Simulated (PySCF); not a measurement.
SMILES [GeH3][CH2][CH2][GeH3] (C₂H₁₀Ge₂), GFN2-xTB optimised geometry.

```
14

Ge     2.25    -0.71     0.00
C      0.28    -0.71     0.00
C     -0.28     0.70     0.00
Ge    -2.26     0.71     0.01
H      2.78    -0.01     1.21
H      2.83    -2.09    -0.01
H      2.78     0.01    -1.19
H     -0.08    -1.26     0.88
H     -0.08    -1.26    -0.88
H      0.08     1.25     0.87
H      0.07     1.25    -0.88
H     -2.80    -0.02    -1.18
H     -2.83     2.09     0.00
H     -2.79     0.01     1.22
```

Density from PBE/def2-TZVP run with PySCF 2.14.0 at that geometry.

Minimum of the electron density along straight lines between bonded atoms, close to the bond critical point (lines longer than 1.1 times the sum of covalent radii, or with two minima, are not listed):

```
bond     length / Å  ρ at the minimum / e bohr⁻³  ∇²ρ there / e bohr⁻⁵  position (fraction from the first atom)
-------  ----------  ---------------------------  --------------------  ---------------------------------------
Ge1–C2        1.973                        0.123                  0.07                                     0.47
C2–C3         1.524                          [?]                   [?]                                     0.50
C3–Ge4        1.973                        0.123                  0.07                                     0.53
Ge1–H5        1.496                        0.141                  0.08                                     0.60
Ge1–H6        1.496                        0.141                  0.08                                     0.60
Ge1–H7        1.496                        0.141                  0.08                                     0.60
C2–H8         1.093                        0.274                 -0.90                                     0.64
C2–H9         1.093                        0.274                 -0.90                                     0.64
C3–H10        1.093                        0.274                 -0.90                                     0.64
C3–H11        1.093                        0.274                 -0.90                                     0.64
Ge4–H12       1.496                        0.141                  0.08                                     0.60
Ge4–H13       1.496                        0.141                  0.08                                     0.60
Ge4–H14       1.496                        0.141                  0.08                                     0.60
```

**Question.** What belongs in the gaps?

**Answer.** 
- C2–C3, ρ at the minimum / e bohr⁻³: 0.239
- C2–C3, ∇²ρ there / e bohr⁻⁵: -0.54
